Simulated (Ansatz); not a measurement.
Reaction (formal exchange of groups at the Si–F bond): `N[Si](F)(F)Cl` + `BrCI` → `N[Si](F)(Cl)Br` + `FCI`

Calculated with Ansatz (gas phase, PBE0-D4/def2-TZVP geometries, no zero-point term in ΔE). CBS: MP2 limit from def2 TZ/QZ plus the TZ coupled-cluster correction, frozen cores. This one scheme is used for every species. Elements past krypton have def2 core potentials. For Br, I outer-core shells are correlated without core-valence functions, which leaves a few kJ/mol of doubt a bond. Scalar relativity is left out up to krypton. One conformer a species, not always the lowest.

| species | MP2/def2-SVP energy (Eh) |
| --- | --- |
| `N[Si](F)(F)Cl` | -1003.46240 |
| `BrCI` | -2908.23398 |
| `N[Si](F)(Cl)Br` | -3476.23444 |
| `FCI` | -435.43433 |

(1) Work out ΔE.

Largest T1 diagnostic among the species: 0.010.

## Answers

(1) ΔE = (-3476.23444) + (-435.43433) − (-1003.46240) − (-2908.23398) = 0.02761 Eh = +72.5 kJ/mol. CCSD(T)/CBS gives +88.8 kJ/mol.

Leaving LDA and LC-ωPBE aside and taking each functional with its dispersion term where it has one, the values, not all of them listed here, spread over 18.2 kJ/mol, from revPBE-D4 to B2PLYP. At CCSD(T), def2-SVP lies −22.7 kJ/mol from the extrapolated value and def2-TZVPP +1.7 kJ/mol. From BLYP to BHLYP (50 % exact exchange), in def2-TZVPP and without D4, ΔE moves by +5.2 kJ/mol.
